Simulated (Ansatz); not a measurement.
The same path of CH₂FOSi (6 atoms, charge 0, multiplicity 2) was run twice with different band settings. The coordinate that changes most is the dihedral O1–Si2–C3–F4.

Theory: UKS B3LYP/def2-SVP in Ansatz 0.2.0.

Relaxed end points:

```xyz
6
Properties=species:S:1:pos:R:3
O 2.124 -0.404 0.464
Si 0.845 -0.084 -0.335
C -0.806 0.063 0.448
F -1.876 0.339 -0.293
H 0.746 0.142 -1.799
H -1.033 -0.056 1.516
```

```xyz
6
Properties=species:S:1:pos:R:3
O 2.106 -0.408 0.512
Si 0.850 -0.087 -0.320
C -0.862 0.093 0.313
F -1.159 -0.048 1.595
H 0.806 0.131 -1.789
H -1.741 0.320 -0.310
```

Common settings: spring 5.0 eV/Å²; optimiser quadratic models (default); start path through a guess of the saddle point; force threshold 0.05 eV/Å; iteration limit 60; end points relaxed.

| run | movable images | climbing image |
| --- | --- | --- |
| 1 | 5 | yes |
| 2 | 3 | no |

Task: What does each run give, and how far can it be trusted?

Result: Run 1: converged after 9 iterations, highest image 0.440 eV above the first end. A vibrational analysis at the climbing image gives one clearly imaginary mode, 223i cm⁻¹: a first-order saddle point.
Run 2: converged after 9 iterations, highest image 0.439 eV above the first end. No image climbed, so the highest image needn't sit at the top of the path. So few images can step over the top or miss a turn of the path.
